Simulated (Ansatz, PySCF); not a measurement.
C2H8SiTe, SMILES CC[Te][SiH3].

Geometry: B3LYP-D3(BJ)/def2-SVP. This is a generated structure with no PubChem entry under its InChIKey; it may be hypothetical. The def2 effective core potentials stand for the cores of Te; spin–orbit coupling is left out. The values are those of a single conformer.

Vertical ionisation energy (IE) and electron affinity (EA) in eV. Rows of orbital energies are one-electron estimates. Where ΔSCF, EOM or ADC give a negative EA the extra electron is unbound and the value depends on the basis.

```csv
level,IE,EA
"−ε(HOMO), −ε(LUMO), r2SCAN/def2-TZVP (PySCF)",5.33,1.43
"−ε(HOMO), −ε(LUMO), PBE/def2-TZVP (PySCF)",5.11,1.63
"ΔSCF, CAM-B3LYP/def2-SVPD (Ansatz), final states of multiplicity 2 and 2",8.07,-0.59
"ΔSCF, PBE/def2-SVPD (Ansatz), final states of multiplicity 2 and 2",7.93,-0.37
```

Task: What vertical singlet–triplet gap does ΔSCF give with CAM-B3LYP/def2-SVPD (Ansatz, an electronic-structure program) and with PBE/def2-SVPD (Ansatz)? (Estimate from the structure and the level; the computed values follow.)

Result: 3.59 and 3.38 eV (triplet above singlet where positive).
